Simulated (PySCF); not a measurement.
# GaOF: bending curve

Computed with PBE0/[Ga def2-TZVP, O def2-TZVP, F def2-TZVP], no relativity, density fitting, PySCF.

Rigid scan from the singlet minimum (Ga–F 1.711 Å, Ga–O 1.642 Å; F–Ga–O 180.0°). Coordinate: the O–Ga–F angle, bonds fixed. Energies in kJ/mol from the minimum.

(1) Predict the curve at 80, 90, 100, 110, 120, 130, 140, 150, 160, 170, 180.

Results:

(1) 
```
bond angle (°)  E (kJ/mol)  dipole size (D)
            80       345.2             5.08
            90       257.6             5.22
           100       193.3             4.98
           110       144.0             4.65
           120       104.7             4.27
           130        72.7             3.88
           140        46.8             3.48
           150        26.4             3.11
           160        11.9             2.81
           170         3.0             2.60
           180         0.0             2.53
```
